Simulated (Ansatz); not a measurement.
Z-matrix (Å, degrees):
```
C
C 1 1.488
H 1 1.093 2 110.0
H 1 1.090 2 110.6 3 -120.7
H 1 1.091 2 109.6 3 119.5
F 2 1.363 1 110.8 3 -56.9
B 2 1.511 1 130.8 3 131.8
O 2 1.464 1 115.4 3 69.4
H 7 1.183 2 161.4 1 89.6
```

Total charge 0; spin multiplicity 1.

(1) List the r2SCAN/def2-TZVPP orbital energies in eV (the Gaussian-basis code of Ansatz). (Estimate.)

## Answers

(1) Ansatz gave: Occupied: -666.35, -517.02, -276.44, -273.35, -181.45, -32.14, -28.39, -19.86, -16.01, -13.92, -13.19, -12.51, -11.33, -10.89, -10.34, -10.10, -9.19, -8.98, -6.83. Lowest empty: -1.47, 1.31, 1.70, 1.95, 2.63, 2.92, 3.21, 3.81.
